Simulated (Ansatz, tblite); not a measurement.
Removing and adding an electron: Cs2I. Charge 0, multiplicity 2. Geometry: PBE-D4/def2-TZVP. Ansatz, gas phase; energy differences of separate SCF runs; the oxidised species is a singlet (the triplet lies 4.14 eV higher at PBE0-D4/def2-TZVP); the reduced species is a singlet (the triplet lies 0.04 eV higher at PBE0-D4/def2-TZVPD).

```
atom   x (Å)   y (Å)   z (Å)
 Cs1  -0.772  -1.433  -1.978
 Cs2   1.881   1.616   0.640
  I3  -1.109  -0.183   1.337
```

In the def2 sets Cs, I take a core potential; there is no spin–orbit coupling. The xTB rows come from tblite. Correlated methods freeze 4 core orbitals; core or outer-core shells of Cs, I are correlated, in sets that lack core-valence functions. The structure comes from a short search, and lower isomers may exist.

Question: Estimate orbital energies and vertical ionisation energies and electron affinities at: GFN1-xTB; GFN2-xTB; HF/def2-TZVPP; PBE-D4/def2-TZVP; PBE-D4/def2-TZVPD; r2SCAN-D4/def2-TZVP; PBE0-D4/def2-TZVP; PBE0-D4/def2-TZVPD; MP2/def2-TZVPD; MP2/def2-TZVPP; CCSD/def2-TZVPD; CCSD/def2-TZVPP; CCSD(T)/def2-TZVPD; CCSD(T)/def2-TZVPP.

Answer: 
| level | −HOMO (eV) | vertical IE (eV) | −LUMO (eV) | vertical EA (eV) | HOMO–LUMO gap (eV) | IE − EA (eV) | remarks |
| --- | --- | --- | --- | --- | --- | --- | --- |
| GFN1-xTB | – | 9.77 | – | 7.60 | – | 2.17 | – |
| GFN2-xTB | – | 8.55 | – | 2.61 | – | 5.94 | – |
| HF/def2-TZVPP | – | 3.18 | – | – | – | – | – |
| PBE-D4/def2-TZVP | 2.20 | 3.71 | 1.71 | – | 0.50 | – | – |
| PBE-D4/def2-TZVPD | 2.19 | – | 1.68 | 0.65 | 0.52 | – | HOMO above zero (-1 singlet), restricted SCF unstable in HF (-1 singlet) |
| r2SCAN-D4/def2-TZVP | 2.16 | 3.52 | 1.40 | – | 0.76 | – | – |
| PBE0-D4/def2-TZVP | 2.54 | 3.63 | 1.19 | – | 1.35 | – | – |
| PBE0-D4/def2-TZVPD | 2.53 | – | 1.14 | 0.54 | 1.39 | – | HOMO above zero (-1 singlet), restricted SCF unstable in HF (-1 singlet) |
| MP2/def2-TZVPD | – | – | – | 0.47 | – | – | restricted SCF unstable (-1 singlet) |
| MP2/def2-TZVPP | – | 3.46 | – | – | – | – | – |
| CCSD/def2-TZVPD | – | – | – | 0.52 | – | – | large T1 (0.024) (-1 singlet), restricted SCF unstable (-1 singlet) |
| CCSD/def2-TZVPP | – | 3.46 | – | – | – | – | – |
| CCSD(T)/def2-TZVPD | – | – | – | 0.62 | – | – | large T1 (0.024) (-1 singlet), restricted SCF unstable (-1 singlet) |
| CCSD(T)/def2-TZVPP | – | 3.48 | – | – | – | – | – |

Run but left out: HF/def2-TZVPD (charge -1 singlet: restricted singlet, unstable towards broken spin symmetry); r2SCAN-D4/def2-TZVPD (charge -1 singlet: restricted singlet with a triplet 0.00 eV lower at the same geometry).   A HOMO above zero means that the electron is unbound at that level or that self-interaction error raises the level; the energy of removing that electron tells which. HOMO and LUMO are the levels of the spin that leaves or enters (xTB has no such levels and no spin-polarisation term). Other spin states of the ions may lie lower, which would lower the ionisation energy or raise the affinity. Raw xTB energy differences between charge states are shifted by several eV; the methods need an empirical correction for them.
